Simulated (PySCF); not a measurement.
Gas-phase reaction: Sn(OH)₂ + H₂ = SnH₄ + 2 O

Energies from PySCF (xtb for GFN2), thermal terms from the rigid-rotor harmonic-oscillator model, ideal gas at 1 bar. † marks an energy on the PBE0/def2-TZVP geometry and frequencies; other levels use their own. MP2 and CCSD(T) freeze the core. Open shells (unrestricted): O (multiplicity 3); the rest are closed-shell singlets. GFN2 has no spin-polarisation term. Spin-orbit splitting is ignored; it lowers the true energy and changes the entropy of O. Sn: scalar-relativistic def2 core potential, no spin-orbit coupling. Sn(OH)₂: computed as isolated molecules; such fragments, hydroxides, amides, oligomers or adducts are transient or little studied in the gas. MP2 isn't extrapolated to the basis-set limit. CCSD(T) isn't extrapolated to the basis-set limit.

```csv
level,"ΔH°(298 K), kJ"
CCSD(T)/def2-TZVPP†,979
GFN2-xTB,…
HF/def2-TZVP†,551
M06-2X/def2-TZVP†,1055
MP2/def2-SVP†,960
PBE/def2-SVP,…
PBE0/def2-QZVP†,…
PBE0/def2-SVP†,954
r2SCAN/def2-TZVP†,…
ωB97M-V/def2-TZVP†,1016
ωB97X-V/def2-TZVP†,1003
```

Question: Complete the blanks.

Answer: 
- GFN2-xTB, ΔH°(298 K), kJ: 1733
- PBE/def2-SVP, ΔH°(298 K), kJ: 1054
- PBE0/def2-QZVP†, ΔH°(298 K), kJ: 1009
- r2SCAN/def2-TZVP†, ΔH°(298 K), kJ: 1025
